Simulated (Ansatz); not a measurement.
Gas-phase electronic energies from Ansatz, PBE0-D4/def2-TZVP geometries. CBS: MP2 limit from def2 TZ/QZ plus the TZ coupled-cluster correction, frozen cores. Double bonds are as drawn, so ΔE can hold a change between cis and trans. DFT in def2-TZVPP. For Se outer-core shells are correlated without core-valence functions, which leaves a few kJ/mol of doubt a bond. Scalar relativity is left out up to krypton. Each species was taken in one conformer, which may not be the lowest.

`[AlH2][O][SiH3]` + `C/N=C/[SeH]` → `[AlH2]/[N]=C\[SeH]` + `CO[SiH3]`  (redistribution)

`[AlH2][O][SiH3]`:

```xyz
8

Al   -1.823    0.316    0.267
O    -0.187    0.017    0.019
Si    1.399   -0.245   -0.205
H    -2.703   -0.842    0.882
H    -2.386    1.737   -0.132
H     1.634   -0.787   -1.569
H     1.907   -1.222    0.794
H     2.159    1.025   -0.056
```

`C/N=C/[SeH]`:

Z-matrix (Å, degrees):
```
C
N 1 1.440
H 1 1.100 2 113.6
H 1 1.093 2 109.2 3 121.7
H 1 1.093 2 109.2 3 -121.7
C 2 1.252 1 118.2 3 0.1
Se 6 1.901 2 120.1 1 180.0
H 6 1.098 2 124.7 1 -0.0
H 7 1.468 6 94.0 2 -179.9
```

`[AlH2]/[N]=C\[SeH]`:

Cartesian coordinates in Å:
```
Al -0.141 -0.589 1.949
N -0.141 0.085 0.331
C -0.110 0.517 -0.824
Se 0.829 -0.366 -2.262
H 1.009 -0.125 2.926
H -1.304 -1.592 2.316
H -0.604 1.437 -1.161
H 0.463 0.633 -3.275
```

`CO[SiH3]`:

```xyz
9

C    -0.054    1.047    0.868
O     0.714    0.345   -0.080
Si    0.148   -0.982   -0.863
H    -0.975    1.444    0.426
H     0.540    1.884    1.238
H    -0.323    0.410    1.719
H     1.229   -1.429   -1.771
H    -1.081   -0.656   -1.641
H    -0.197   -2.063    0.103
```

```json
{"level": "B2PLYP", "ΔE (kJ/mol)": "100.6"}
{"level": "PBE0", "ΔE (kJ/mol)": "97.4"}
{"level": "HF/def2-QZVPP", "ΔE (kJ/mol)": "110.0"}
{"level": "SCS-MP2/def2-QZVPP", "ΔE (kJ/mol)": "109.1"}
```

**Question.** What does CCSD(T)/CBS give? (An estimate is asked.)

**Answer.** Computed: +105.9 kJ/mol. The listed levels differ from it by -5.3, -8.5, 4.1, 3.2 kJ/mol.

Largest T1 diagnostic among the species: 0.013.

From PBE to PBE0 (25 % exact exchange), in def2-TZVPP and without D4, ΔE moves by +7.7 kJ/mol.
